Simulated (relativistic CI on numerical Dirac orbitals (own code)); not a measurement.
## Mn⁶⁺: 2p photoemission

Computed with this model: Dirac-Coulomb-Breit CI, KLI orbitals optimised for each configuration, QED by a radiative potential, multiplet model of photoemission in the sudden approximation, unscaled Slater integrals; configurations [Ar] 3d → [He] 2s2 2p5 3s2 3p6 3d; 80 K; Lorentzian 0.7 eV and Gaussian 0.6 eV FWHM. Energies are those of the free ion, without screening or charge transfer. The energies are binding energies and can lie tens of eV above those of solids. S is read from ⟨S²⟩ = S(S + 1).

Field parameters in Wybourne normalisation: D3d B²₀ = −7Dσ, B⁴₀ = −14Dq − 21Dτ, B⁴₃ = −14√(10/7) Dq; D4h B²₀ = −7Ds, B⁴₀ = 21(Dq − Dt), B⁴₄ = 21√(5/14) Dq; Oh B⁴₀ = 21Dq, B⁴₄ = √(5/14) B⁴₀. The field is a parameter set, without covalency.

Peaks in eV (height, largest 100): 776.9 (42), 778.4 (100), 779.4 (62), 783.3 (15), 788.5 (60), 793.3 (32).

(1) Which surroundings give this spectrum?
A. Oh, 10Dq = 42200 cm⁻¹
B. D3d, 10Dq = 34250, Dσ = -430, Dτ = 220 cm⁻¹
C. D4h, 10Dq = 13850, Ds = -1450, Dt = 800 cm⁻¹
D. free ion

Results:

(1) D. free ion, where the ground state has S = 0.50.
